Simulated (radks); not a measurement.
Sr XIX, configuration [Ar] 3d2. Calculated with a radial shooting solver on a logarithmic mesh with Libxc functionals: non-relativistic Kohn-Sham, PBE, spin-polarised, spherical densities, point nucleus; open shells are filled with parallel spins first (spin-orbit coupling, left out, can overturn this in heavy ions); relativity is left out, which matters for an element this heavy.

Radial electron density D(r) = 4 pi r^2 rho(r):

```
   r/bohr * D(r) (the largest magnitude, 56.3, reaches the edge; | marks zero)
 0.002148 | *
 0.002422 | *
 0.002753 |  *
 0.003104 |   *
   0.0035 |   *
 0.003946 |    *
 0.004485 |      *
 0.005056 |       *
 0.005701 |         *
 0.006428 |           *
 0.007306 |             *
 0.008237 |                *
 0.009287 |                   *
  0.01047 |                      *
   0.0119 |                          *
  0.01342 |                              *
  0.01513 |                                 *
  0.01706 |                                     *
  0.01939 |                                        *
  0.02186 |                                          *
  0.02465 |                                            *
  0.02779 |                                             *
  0.03158 |                                             *
  0.03561 |                                            *
  0.04015 |                                          *
  0.04527 |                                        *
  0.05145 |                                      *
  0.05801 |                                      *
  0.06541 |                                       *
  0.07375 |                                         *
  0.08382 |                                             *
   0.0945 |                                                 *
   0.1066 |                                                     *
   0.1201 |                                                      *
   0.1365 |                                                    *
    0.154 |                                                *
   0.1736 |                                        *
   0.1957 |                                 *
   0.2224 |                          *
   0.2508 |                      *
   0.2828 |                      *
   0.3188 |                        *
   0.3624 |                          *
   0.4086 |                          *
   0.4606 |                        *
   0.5194 |                   *
   0.5903 |            *
   0.6656 |       *
   0.7504 |   *
   0.8461 | *
   0.9616 |*
    1.084 *
    1.222 *
    1.378 *
    1.567 *
```

D(r) has 3 maxima, at r = 0.0289, 0.120, 0.389 bohr, and minima at 0.0571, 0.270 bohr, inside which lie 2.05, 10.70 electrons.
